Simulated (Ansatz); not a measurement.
Mulliken charges of ClGeH$_{3}$S, SMILES `[SH][GeH2][Cl]` from ωB97M-V/def2-TZVPP in Ansatz (PBE0-D4/def2-TZVP geometry).

| atom | x (Å) | y (Å) | z (Å) | charge (e) |
| --- | --- | --- | --- | --- |
| S1 | -1.174 | -1.328 | -0.087 | -0.266 |
| Ge2 | 0.433 | 0.139 | 0.276 | 0.334 |
| Cl3 | -0.360 | 2.143 | 0.342 | -0.283 |
| H4 | -1.333 | -0.976 | -1.373 | 0.127 |
| H5 | 1.462 | 0.131 | -0.859 | 0.043 |
| H6 | 1.014 | -0.173 | 1.656 | 0.046 |

Q: By hand: the dipole of these point charges (1 e Å = 4.8032 D).

A: Σ q r = (0.499, -0.333, -0.117) e Å, of length 0.611 e Å = 2.93 D.

Q: How does the dipole of the full density compare? (Estimate.)

A: Ansatz gave: (0.232, -0.220, -0.135) e Å, 1.67 D; the point charges give 1.75 times that, at 15° from its direction.

Point charges leave out the atoms' own dipoles, such as those of lone pairs, and Mulliken's split depends on the basis, so the two needn't agree.
